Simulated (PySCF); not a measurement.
AlF3, singlet, at a GFN2-xTB geometry (such geometries of metal compounds can be far from the true shape). Base run: DF-B3LYP/3-21G (PySCF).

The PySCF input:
```python
from pyscf import gto, scf, dft

mol = gto.M(
    atom='''
Al    0.00000000   -0.00000000   -0.00000000
F    -0.02093275    1.63085400    0.03791596
F     1.42318261   -0.79710311   -0.02717492
F    -1.40224986   -0.83375089   -0.01074104
''',
    basis='3-21g',
    verbose=4,
)

mf = dft.RKS(mol)
mf.xc = 'b3lyp'
mf = mf.density_fit(auxbasis='def2-universal-jkfit')
mf.kernel()
mf.analyze()
```

Variants of this job, named by their change:

```tsv
change	basis functions	E (Eh)	HOMO (eV)	HOMO-LUMO gap (eV)
base	40	-539.19469	-10.13	8.74
basis = STO-3G	24	-534.77110	-4.14	9.90
basis = pcseg-0	40	-541.04628	-10.73	8.99
basis = def2-SVP	60	-541.87673	-11.00	9.36
basis = cc-pVDZ	60	-542.18523	-11.18	9.33
basis = 6-311G**	80	-542.28350	-11.16	9.42
basis = aug-cc-pVDZ	96	-542.23516	-11.48	9.38
basis = aug-pcseg-1	96	-542.15357	-11.58	9.48
basis = cc-pVTZ	124	-542.33205	-11.38	9.51
basis = pc-2	124	-542.37016	-11.48	9.66
basis = def2-TZVPP	135	-542.35861	-11.42	9.51
basis = aug-cc-pVTZ	188	-542.34194	-11.49	9.43
basis = def2-QZVP	241	-542.38664	-11.48	9.46
```

Totals compare only among sets that treat the same electrons; sets with core potentials leave the core out.
